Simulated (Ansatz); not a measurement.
Species: H4AlBrN2, SMILES `[NH2][Al]([NH2])[Br]` (charge 0, multiplicity 1).

Problem. Give a relaxed geometry from Ansatz (an electronic-structure program) with PBE0-D3(BJ)/def2-TZVP.

Solution. the end point of this relaxation (outside a Z-matrix the atoms follow the SMILES, hydrogens last).
Bonded distances (Å): N1–Al2 1.758, N1–H5 1.006, N1–H6 1.006, Al2–N3 1.758, Al2–Br4 2.258, N3–H7 1.006, N3–H8 1.006. Bond angles (°): Al2–N1–H5 125.8, Al2–N1–H6 123.5, H5–N1–H6 110.7, N1–Al2–N3 123.6, N1–Al2–Br4 118.2, N3–Al2–Br4 118.2, Al2–N3–H7 125.8, Al2–N3–H8 123.5, H7–N3–H8 110.7.
